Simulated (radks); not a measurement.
Species: the bismuth ion Bi4+. Configuration: [Kr] 4d10 4f14 5s2 5p5.5 5d10 6s1 6d0.5 (fractional occupations, a model configuration). All-electron calculation, Dirac Kohn-Sham, BLYP, spin-unpolarised, spherical densities, point nucleus; open shells fill j = l - 1/2 first. Program: a radial shooting solver on a logarithmic mesh with Libxc functionals.

Normalised radial functions P(r) = r R(r) (large component), r in bohr:

r,5d3/2,5d5/2
0.001527,0.0001,0.0000
0.002069,0.0002,0.0001
0.002827,0.0003,0.0001
0.003831,0.0007,0.0003
0.005234,0.0015,0.0008
0.00715,0.0031,0.0020
0.00969,0.0065,0.0045
0.01324,0.0136,0.0103
0.01794,0.0277,0.0221
0.02451,0.0555,0.0465
0.03322,0.1034,0.0900
0.04538,0.1807,0.1629
0.062,0.2802,0.2607
0.08403,0.3608,0.3468
0.1148,0.3436,0.3459
0.1556,0.1428,0.1676
0.2125,-0.2291,-0.1907
0.288,-0.5206,-0.4972
0.3935,-0.4188,-0.4385
0.5376,0.1419,0.0837
0.7286,0.7725,0.7147
0.9954,1.0524,1.0318
1.349,0.8672,0.8851
1.843,0.4729,0.5034
2.498,0.1702,0.1901
3.412,0.0340,0.0403
4.662,0.0031,0.0040
6.318,0.0001,0.0002
8.631,0.0000,0.0000

5d3/2: eigenvalue -73.356 eV, 2 radial nodes at r = 0.177, 0.504 bohr, <r> = 1.17 bohr, 90 % of the charge inside 1.74 bohr. 5d5/2: eigenvalue -70.142 eV, 2 radial nodes at r = 0.182, 0.517 bohr, <r> = 1.21 bohr, 90 % of the charge inside 1.79 bohr.
